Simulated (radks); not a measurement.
Values are calculated unless marked as measured or tabulated.
All-electron atom: Mn VIII in [Ne] 3s2 3p(1/2: 2, 3/2: 3) 3d(3/2: 1, 5/2: 0) (not the ground configuration). Level of theory: Dirac Kohn-Sham, PBE, spin-unpolarised, spherical densities, finite nucleus; Fermi nuclear charge, rms radius 3.7057 fm (a radial shooting solver on a logarithmic mesh with Libxc functionals).

Radial electron density D(r) = 4 pi r^2 rho(r):

r (bohr)  D(r) (e/bohr)
0.002015         0.5454
0.002254         0.6717
0.002541         0.8383
0.002842          1.029
0.003205          1.280
0.003585          1.565
0.004009          1.909
0.004521          2.357
0.005056          2.859
0.005701          3.506
0.006377          4.224
0.007132          5.070
0.008042          6.134
0.008995          7.289
0.01014           8.716
0.01134           10.23
0.01269           11.93
0.01431           13.93
0.016             15.96
0.01804           18.26
0.02018           20.48
0.02257           22.68
0.02545           24.93
0.02846           26.81
0.03209           28.46
0.0359            29.55
0.04015           30.11
0.04527           30.06
0.05063           29.42
0.05709           28.20
0.06386           26.75
0.07142           25.26
0.08053           23.95
0.09007           23.31
0.1007            23.48
0.1136            24.65
0.1271            26.55
0.1433            29.07
0.1602            31.33
0.1792            32.87
0.2021            33.10
0.226             31.65
0.2548            28.32
0.285             24.02
0.3188            19.31
0.3595            14.78
0.4021            11.78
0.4533            10.27
0.5071            10.29
0.5672            11.11
0.6395            12.00
0.7153            12.14
0.8064            11.18
0.902             9.364
1.009             7.067
1.138             4.628
1.272             2.768
1.435             1.395
1.605            0.6442
1.795            0.2585
2.024           0.08198
2.263           0.02366
2.552          0.005140
2.854          0.001019

D(r) has 3 maxima, at r = 0.0421, 0.194, 0.687 bohr, and minima at 0.0930, 0.476 bohr, inside which lie 2.12, 10.48 electrons.
